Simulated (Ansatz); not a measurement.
**Ligand exchange: GeH2(CH3)2 + Sn(SH)2 → GeH2(CH3)(SH) + Sn(CH3)(SH)**

Species: GeH2(CH3)2, singlet; Sn(SH)2, singlet; GeH2(CH3)(SH), singlet; Sn(CH3)(SH), singlet. The partners trade CH3 for SH: Ge–CH3 and Sn–SH bonds give way to Ge–SH and Sn–CH3.

Shapes, held fixed at every level: PBE0-D4/def2-TZVP. Flexible molecules stand in one conformer, not always the lowest. Programs: Ansatz 0.2.0. The zero-point and thermal change to 298 K, harmonic and unscaled (PBE0-D4/def2-TZVP), is -1.7 kJ/mol.

(1) Estimate ΔH(298 K) of this reaction.

Results:

(1) The highest level, CCSD(T)/def2-TZVPP, gives ΔH(298 K) = +55.6 kJ/mol; the levels span +54.6 to +60.0. The column of differences is taken from that level and isn't an error. No measured value is set beside it here. For atoms past krypton def2 sets carry core potentials with scalar relativity. Relativity is left out for Ge unless named. Correlated rows may include outer-core shells of Ge, Sn, which these sets cover unevenly.

```json
{"level": "BHLYP-D4/def2-TZVPP", "kind": "global hybrid", "ΔH(298 K) (kJ/mol)": "+60.0", "less CCSD(T)/def2-TZVPP": "+4.4"}
{"level": "wB97M-V/def2-TZVPP", "kind": "range-separated hybrid", "ΔH(298 K) (kJ/mol)": "+56.3", "less CCSD(T)/def2-TZVPP": "+0.7"}
{"level": "MP2/def2-SVP", "kind": "perturbation theory", "ΔH(298 K) (kJ/mol)": "+58.9", "less CCSD(T)/def2-TZVPP": "+3.3"}
{"level": "MP2/def2-TZVPP", "kind": "perturbation theory", "ΔH(298 K) (kJ/mol)": "+57.6", "less CCSD(T)/def2-TZVPP": "+2.0"}
{"level": "CCSD/def2-SVP", "kind": "coupled cluster or CI", "ΔH(298 K) (kJ/mol)": "+57.2", "less CCSD(T)/def2-TZVPP": "+1.6"}
{"level": "CCSD/def2-TZVPP", "kind": "coupled cluster or CI", "ΔH(298 K) (kJ/mol)": "+54.6", "less CCSD(T)/def2-TZVPP": "-1.0"}
{"level": "CCSD(T)/def2-TZVPP", "kind": "coupled cluster or CI", "ΔH(298 K) (kJ/mol)": "+55.6", "less CCSD(T)/def2-TZVPP": "0.0"}
```
